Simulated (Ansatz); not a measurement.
C₁₆H₁₀⁻, that is fluoranthene with one electron more. Charge -1, multiplicity 2. Geometry PBE-D4/def2-SVP, that of the neutral singlet.

```xyz
26

C    -2.0254   -2.8029    1.4885
C    -1.3410   -3.4867    0.4680
C    -0.4398   -2.8087   -0.3740
C    -0.2331   -1.4380   -0.1822
C    -0.9327   -0.7394    0.8597
C    -1.8262   -1.4244    1.6909
C    -0.5168    0.6748    0.8214
C    -0.8254    1.8197    1.5483
C    -0.1930    3.0491    1.1930
C     0.7255    3.1455    0.1479
C     1.0635    1.9871   -0.6183
C     1.9745    1.8969   -1.7161
C     2.1854    0.6732   -2.3510
C     1.5189   -0.5241   -1.9511
C     0.6273   -0.4685   -0.8852
C     0.4209    0.7866   -0.2447
H    -2.7264   -3.3520    2.1352
H    -1.5116   -4.5647    0.3270
H     0.0922   -3.3505   -1.1710
H    -2.3658   -0.8961    2.4917
H    -1.5423    1.7993    2.3834
H    -0.4394    3.9522    1.7722
H     1.1906    4.1145   -0.0910
H     2.5095    2.7962   -2.0585
H     2.8888    0.6247   -3.1964
H     1.7216   -1.4636   -2.4878
```

At PBE-D4/def2-SVP, PBE0-D4/def2-SVP the highest occupied level of the charge -1 doublet lies above zero (up to 1.45 eV). By energy differences its removal costs 0.68 eV (vertical, to the charge 0 singlet, at PBE-D4/def2-SVP); self-interaction error and the lack of diffuse functions both raise the level.

Problem. Estimate the α-spin orbital energies around the gap (eV) in Ansatz with PBE-D4/def2-SVP, PBE0-D4/def2-SVP.

Solution. 
```
orbital  PBE-D4/def2-SVP  PBE0-D4/def2-SVP
 HOMO−5            -3.38             -4.71
 HOMO−4            -2.53             -3.73
 HOMO−3            -1.99             -3.11
 HOMO−2            -1.33             -2.29
 HOMO−1            -1.23             -2.26
   HOMO             1.45              0.80
   LUMO             2.53              3.27
 LUMO+1             3.11              3.97
 LUMO+2             3.60              4.34
 LUMO+3             4.43              5.27
 LUMO+4             4.61              5.53
 LUMO+5             4.67              5.55
 β HOMO            -0.98             -1.79
 β LUMO             1.81              2.55
```
